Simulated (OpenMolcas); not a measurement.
**Os2+: moving or changing the point charges**

Os2+ among 6 point charges of -1.5 e arranged as an octahedron (Oh), 2.03 Å from the ion.
```
   2.0300    0.0000    0.0000  -1.50
   0.0000    2.0300    0.0000  -1.50
  -2.0300    0.0000    0.0000  -1.50
   0.0000   -2.0300    0.0000  -1.50
   0.0000    0.0000    2.0300  -1.50
   0.0000    0.0000   -2.0300  -1.50
```

| Item | Value |
| --- | --- |
| Program | OpenMolcas |
| Method | SS-CASPT2, IPEA 0.25 Eh, imaginary shift 0.1 Eh (closed shells correlated: 5s 5p) |
| Basis | ANO-RCC-VDZP [7s6p4d2f1g] |
| Scalar Hamiltonian | DKH2, point nucleus |
| Active space | 6 electrons in 5 orbitals (5d) |
| State averaging | 2S+1 = 5 even, 5 roots; 2S+1 = 3 even, 45 roots; 2S+1 = 1 even, 50 roots |
| Spin-orbit coupling | state interaction with AMFI integrals over the reference wave functions |

Runs around this geometry, states (labels of O, the rotations of Oh). Energies in cm-1 above the lowest state or level, χT in cm3 K/mol; under a threefold ground state the first gap can be a small split of the lowest multiplet, not the spin-orbit step.

| R (Å) | q (e) | Ground state | First state of that spin | First gap with spin-orbit (degeneracies) | χT at 300 K | First state of another spin |
| --- | --- | --- | --- | --- | --- | --- |
| 2.03 | -0.98 | 5T2 | 5E 9700 | 3 (3, 2) | 3.827 | 3T1 8640 |
| 1.92 | -1.5 | 1A1 | 1T1 13910 | 5640 (1, 2) | 0.126 | 5T2 6100 |
| 2.03 | -1.5 | 5T2 | 5E 14820 | 2550 (1, 2) | 0.285 | 1A1 240 |
| 2.27 | -1.5 | 5T2 | 5E 9450 | 47 (3, 2) | 4.052 | 3T1 9230 |

Scaling the charges by -0.98 / -1.5 = 0.65 scales the first state of the same spin by 9700 / 14820 = 0.65; with fixed orbitals a first-order splitting would follow the charge.

The ground state changes within this set.

Roots that are degenerate in the reference are averaged as groups; the widest CASPT2 spread within a group is 250 cm-1 (the 3-fold group of multiplicity 1 near 24200 cm-1 above the lowest state of its run, R = 2.27, q = -1.5). Shifts and gaps below about the spread of the groups concerned are not significant. Free-ion shares, where given, are those of the reference states; single-state CASPT2 does not remix them. Spin-orbit coupling mixes the spin-free states strongly: the lowest level takes only 59 % from its leading state, 1A1 (figures for R = 1.92, q = -1.5; the like holds for R = 2.03, q = -1.5). An orbital triplet at a regular site is open to Jahn-Teller coupling, which can distort the site and quench the lowest spin-orbit gaps and is left out (holds for R = 2.03, q = -0.98; R = 2.27, q = -1.5). This shell can be high or low spin here, a state of another spin lies low, and with metal d orbitals alone active their balance is uncertain, so the ground spin may be wrong (holds for R = 2.03, q = -0.98; R = 2.03, q = -1.5). Point charges give a weaker field than real ligands, and real ions of this kind are as a rule low spin; the high spin found here belongs to the model (holds for R = 2.03, q = -0.98; R = 2.03, q = -1.5; R = 2.27, q = -1.5). This shell can be high or low spin here, a state of another spin lies low, and with metal d orbitals alone active their balance is uncertain, so the ground spin may be wrong, although the usual error favours high spin (holds for R = 1.92, q = -1.5). Point charges carry no covalency, so the field is a model and not that of real ligands. No measured value stands beside these numbers.
